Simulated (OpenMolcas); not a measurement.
# Rh3+: effect of the basis set

| Quantity | Value |
| --- | --- |
| Program | OpenMolcas 26.06 |
| Method | SS-CASPT2, IPEA 0.25 Eh, imaginary shift 0.1 Eh (closed shells correlated: 4s 4p) |
| Active space | 6 electrons in 5 orbitals (4d) |
| State averaging | 2S+1 = 5 even, 5 roots; 2S+1 = 3 even, 45 roots; 2S+1 = 1 even, 50 roots |
| Spin-orbit coupling | state interaction with AMFI integrals over the reference wave functions, term energies averaged over their components |

A. ANO-R1 [6s4p3d1f], X2C, finite nucleus; CASPT2 step of the order of 20 core-seconds
B. ANO-RCC-VDZP [6s5p3d1f], DKH2, point nucleus; CASPT2 step of the order of 13 core-seconds
C. ANO-R2 [7s5p4d2f1g], X2C, finite nucleus; CASPT2 step roughly 13 core-seconds
D. ANO-RCC-VTZP [7s6p4d2f1g], DKH2, point nucleus; CASPT2 step about 23 core-seconds
E. ANO-R3 [8s6p5d3f2g1h], X2C, finite nucleus; CASPT2 step roughly 60 core-seconds
F. ANO-RCC-VQZP [8s7p5d3f2g1h], DKH2, point nucleus; CASPT2 step roughly 60 core-seconds

Energies in cm⁻¹ above 4d⁶ ⁵D₄.

```tsv
Level	A	B	C	D	E	F
4d⁶ ⁵D₄	0.0	0.0	0.0	0.0	0.0	0.0
4d⁶ ⁵D₃	1659	1675	1547	1553	1573	1562
4d⁶ ⁵D₂	2570	2590	2420	2430	2450	2440
4d⁶ ⁵D₁	3180	3210	3010	3020	3040	3020
4d⁶ ⁵D₀	3470	3500	3290	3300	3320	3300
4d⁶ ³P₂(1)	17370	17540	17970	17940	17550	17560
4d⁶ ³H₆	18830	18940	18410	18400	17880	17890
4d⁶ ³H₅	19170	19290	18690	18680	18170	18180
4d⁶ ³F₃(1)	20650	20840	20510	20490	20050	20070
4d⁶ ³F₂(1)	21210	21420	21180	21160	20740	20750
4d⁶ ³P₁(1)	22030	22250	22350	22320	22000	21980
4d⁶ ³P₀(1)	22820	23060	23160	23130	22770	22750
4d⁶ ³G₅	23630	23820	22810	22800	22340	22330
4d⁶ ³G₄	24880	25080	24080	24060	23620	23600
4d⁶ ³G₃	25250	25460	24430	24410	23990	23970
4d⁶ ³D₂	28210	28500	27160	27130	26690	26700
4d⁶ ³D₁	28580	28880	27430	27410	26990	26990
4d⁶ ³D₃	28820	29130	27620	27600	27170	27170
4d⁶ ¹I₆	29280	29440	28570	28550	27800	27790
4d⁶ ¹G₄(1)	30710	31020	30450	30410	29810	29800
4d⁶ ¹S₀(1)	33960	34420	33820	33770	33260	33250
4d⁶ ¹D₂(1)	34720	34970	34540	34510	33970	33960
4d⁶ ¹F₃	39120	39410	37820	37790	37150	37120
4d⁶ ³P₀(2)	43690	44050	42470	42440	41850	41850
```

Among A to F the level of the table that moves most is 4d⁶ ¹F₃, by 2300 cm-1 (lowest in F, highest in B). Moves below CASPT2's spread within the term are not significant.

CASPT2 breaks the degeneracy within a term, and the mean is taken; among the terms shown or strongly mixed into the levels shown the widest spread is 320 cm-1 (4d⁶ ¹G(1), E). The basis is small and was not contracted for so high a charge (holds for A; B). Only configurations of the active space appear. The table leaves out levels that lie high or whose names do not pair safely across all columns.

A number in round brackets counts repeated terms of one configuration in the order of the reference energies.
